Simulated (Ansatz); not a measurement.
Mulliken charges of `C[SiH2]Br` from r2SCAN/def2-TZVPP in Ansatz (PBE0-D4/def2-TZVP geometry).

```tsv
atom	x (Å)	y (Å)	z (Å)	charge (e)
C1	-0.636	0.769	-0.155	-0.296
Si2	0.491	-0.704	-0.043	0.434
Br3	1.611	-0.646	1.884	-0.254
H4	-1.187	0.744	-1.100	0.082
H5	-0.064	1.697	-0.112	0.087
H6	-1.356	0.767	0.666	0.087
H7	1.499	-0.707	-1.130	-0.070
H8	-0.267	-1.978	-0.065	-0.070
```

**Question.** By hand: the dipole of these point charges (1 e Å = 4.8032 D).

**Answer.** Σ q r = (-0.315, 0.094, -0.410) e Å, of length 0.526 e Å = 2.53 D.

**Question.** How does the dipole of the full density compare? (Best estimate.)

**Answer.** Computed: (-0.270, 0.146, -0.273) e Å, 1.97 D; the point charges give 1.28 times that, at 13° from its direction.

Point charges leave out the atoms' own dipoles, such as those of lone pairs, and Mulliken's split depends on the basis, so the two needn't agree.
